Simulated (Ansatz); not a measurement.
Cl₂GaI, SMILES `[Cl][Ga]([Cl])[I]` at its PBE0-D4/def2-TZVP geometry, where that method's forces vanish. Charge 0, multiplicity 1. I takes the def2 core potential.

```xyz
4

Cl    0.4414   -2.0280    0.5805
Ga   -0.0278   -0.0290    0.0539
Cl   -1.3987    1.0292    1.2764
I     0.9851    1.0278   -1.9109
```

Q: What forces (eV/Å) does B3LYP-D4/def2-TZVPP give on these atoms in Ansatz? (Estimate.)

A: Ansatz gave: 
```
Cl1  0.063 -0.279  0.077
Ga2  0.028  0.029 -0.053
Cl3 -0.192  0.144  0.174
I4   0.102  0.106 -0.198
```

B3LYP here is the variant with VWN-RPA as its local correlation; programs differ in this.
